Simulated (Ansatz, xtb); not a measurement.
## Relative energy of two isomers of C6H9B

Structure a is `B/C=C\C=C\C=C`, a singlet and structure b is `B/C=C/C=C\C=C`, a singlet. Both are isolated molecules in the gas phase, relaxed with PBE-D3(BJ)/def2-SVP; the shapes shown needn't be the lowest conformers.

a (Å):

```xyz
16

C    -2.0550    0.8882   -1.7300
C    -2.1994    0.6955   -0.3693
C    -1.1755    0.2989    0.5599
C    -1.4122    0.1316    1.8995
C    -0.4103   -0.2653    2.8619
C    -0.6514   -0.4288    4.1868
B    -0.7569    0.7153   -2.5314
H     0.2861    0.3798   -1.9959
H    -0.7451    0.9129   -3.7334
H    -2.9768    1.1938   -2.2572
H    -3.1971    0.8553    0.0856
H    -0.1603    0.1247    0.1664
H    -2.4340    0.3091    2.2835
H     0.6081   -0.4411    2.4717
H    -1.6563   -0.2613    4.6081
H     0.1430   -0.7327    4.8846
```

b (Å):

```yaml
atoms:
  - { symbol: C, position_ang: [-1.8102, -0.4720, -1.4640] }
  - { symbol: C, position_ang: [-1.4296, 0.0100, -0.2313] }
  - { symbol: C, position_ang: [-1.3721, -0.7713, 0.9770] }
  - { symbol: C, position_ang: [-0.9970, -0.3196, 2.2199] }
  - { symbol: C, position_ang: [-0.5853, 1.0223, 2.5709] }
  - { symbol: C, position_ang: [-0.2295, 1.3847, 3.8287] }
  - { symbol: B, position_ang: [-1.8465, 0.4237, -2.7082] }
  - { symbol: H, position_ang: [-2.1829, -0.0040, -3.7981] }
  - { symbol: H, position_ang: [-1.5281, 1.5979, -2.6025] }
  - { symbol: H, position_ang: [-2.0891, -1.5423, -1.5093] }
  - { symbol: H, position_ang: [-1.1479, 1.0765, -0.1689] }
  - { symbol: H, position_ang: [-1.6591, -1.8327, 0.8831] }
  - { symbol: H, position_ang: [-1.0058, -1.0480, 3.0499] }
  - { symbol: H, position_ang: [-0.5614, 1.7832, 1.7729] }
  - { symbol: H, position_ang: [-0.2393, 0.6558, 4.6560] }
  - { symbol: H, position_ang: [0.0795, 2.4132, 4.0671] }
```

Quicker runs give these differences E(b) − E(a): GFN2-xTB +0.005 eV; HF/STO-3G −0.015 eV (at GFN2-xTB geometries); r2SCAN-D4/def2-SVP −0.003 eV (at GFN2-xTB geometries).

**Question.** Estimate E(b) − E(a) at the level CCSD(T)/def2-SVP + ΔMP2/def2-TZVPP.

**Answer.** Too close to call at this level: CCSD(T)/def2-SVP + ΔMP2/def2-TZVPP gives E(b) − E(a) = −0.014 eV.

How the difference moves with the method:

```
                             level             geometry  E(b) − E(a) (eV)  departure from the last row (eV)  job, with rough time for the two
                          GFN2-xTB             GFN2-xTB              +0.005                            +0.018              optimisation, 0.52 s
                         HF/STO-3G             GFN2-xTB              −0.015                            −0.001               single point, 1.5 s
                r2SCAN-D4/def2-SVP             GFN2-xTB              −0.003                            +0.011                single point, 14 s
               PBE-D3(BJ)/def2-SVP  PBE-D3(BJ)/def2-SVP              −0.004                            +0.010                optimisation, 62 s
                       HF/def2-SVP  PBE-D3(BJ)/def2-SVP              −0.017                            −0.004           part of the CCSD(T) run
                      MP2/def2-SVP  PBE-D3(BJ)/def2-SVP              −0.019                            −0.005           part of the CCSD(T) run
                  CCSD(T)/def2-SVP  PBE-D3(BJ)/def2-SVP              −0.015                            −0.001                      single point
CCSD(T)/def2-SVP + ΔMP2/def2-TZVPP  PBE-D3(BJ)/def2-SVP              −0.014                                               single point, 4.7 min
```

As drawn, both hold the same kinds of bond in the same numbers.

The largest departure from CCSD(T)/def2-SVP + ΔMP2/def2-TZVPP is that of GFN2-xTB, 0.018 eV. The last row adds to CCSD(T) the change of the MP2 difference between the two basis sets, here +0.001 eV.

With thermal terms from frequencies at re-optimised GFN2-xTB minima (ideal gas, soft modes damped towards free rotors, one conformer each, 298.15 K, 1 atm): the zero-point term adds +0.006 eV; ΔH is −0.012 and ΔG +0.001 eV.

The correlated steps freeze 7 core orbitals. Programs: Ansatz 0.2.0, xtb 6.7.1; the last row on 2 threads of AMD EPYC (Zen 3) on a shared host.
